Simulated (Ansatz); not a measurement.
Mulliken charges of CH2BNO2, SMILES `O=C1NB1O` from PBE/def2-TZVPP in Ansatz (PBE0-D4/def2-TZVP geometry).

```csv
atom,x (Å),y (Å),z (Å),charge (e)
O1,-0.130,-2.282,0.732,-0.239
C2,-0.102,-1.164,0.322,0.199
N3,0.581,0.023,0.651,-0.090
B4,-0.304,0.143,-0.433,-0.042
O5,-0.798,0.985,-1.347,-0.201
H6,1.266,0.346,1.324,0.170
H7,-0.451,1.881,-1.295,0.203
```

Task: By hand: the dipole of these point charges (1 e Å = 4.8032 D).

Result: Σ q r = (0.255, 0.548, 0.082) e Å, of length 0.610 e Å = 2.93 D.

Task: How does the dipole of the full density compare? (An estimate is asked.)

Result: Computed: (0.332, 0.951, 0.011) e Å, 4.84 D; the point charges give 0.61 times that, at 9° from its direction.

Point charges leave out the atoms' own dipoles, such as those of lone pairs, and Mulliken's split depends on the basis, so the two needn't agree.
